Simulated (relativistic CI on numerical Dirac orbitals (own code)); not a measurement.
**Co3+: 3s photoemission**

Computed with this model: Dirac-Coulomb-Breit CI, KLI orbitals optimised for each configuration, model QED (radiative potential, 1s self-energy scaled to tabulated hydrogen-like ionisation energies), valence Slater integrals scaled by 0.7, multiplet model of photoemission in the sudden approximation; configurations [Ar] 3d6 → [Ne] 3s 3p6 3d6; 300 K; Lorentzian 1.5 eV and Gaussian 0.6 eV FWHM. Energies are those of the free ion, without screening or charge transfer. The energies are binding energies and can lie tens of eV above those of solids. Without intra-shell correlation the exchange splitting of an s hole comes out too large, often by half or more. S is read from ⟨S²⟩ = S(S + 1).

Field parameters in Wybourne normalisation: Oh B⁴₀ = 21Dq, B⁴₄ = √(5/14) B⁴₀. The field is a parameter set, without covalency.

Computed curve for Oh, 10Dq = 18650 cm⁻¹, scaled to 100 at the maximum (points under 2 are left out and the grid is thinned):

| Energy (eV) | Intensity |
| --- | --- |
| 155.0 | 2.1 |
| 155.2 | 2.2 |
| 155.6 | 2.6 |
| 155.8 | 2.8 |
| 156.2 | 3.3 |
| 156.4 | 3.7 |
| 156.8 | 4.5 |
| 157.0 | 5.0 |
| 157.4 | 6.3 |
| 157.6 | 7.2 |
| 158.0 | 9.5 |
| 158.2 | 11.1 |
| 158.6 | 15.7 |
| 158.8 | 19.1 |
| 159.0 | 23.5 |
| 159.4 | 36.6 |
| 159.6 | 45.8 |
| 160.0 | 69.8 |
| 160.2 | 83.3 |
| 160.6 | 100.0 |
| 160.8 | 96.8 |
| 161.2 | 71.5 |
| 161.4 | 56.8 |
| 161.8 | 34.6 |
| 162.0 | 27.3 |
| 162.4 | 17.8 |
| 162.6 | 14.7 |
| 162.8 | 12.4 |
| 163.2 | 9.1 |
| 163.4 | 7.9 |
| 163.8 | 6.1 |
| 164.0 | 5.5 |
| 164.4 | 4.5 |
| 164.6 | 4.1 |
| 165.0 | 3.6 |
| 165.2 | 3.3 |
| 165.6 | 2.9 |
| 165.8 | 2.7 |
| 166.2 | 2.2 |
| 166.4 | 2.0 |

The ground state has S = 0.04, and the centroid lies at 160.59 eV.
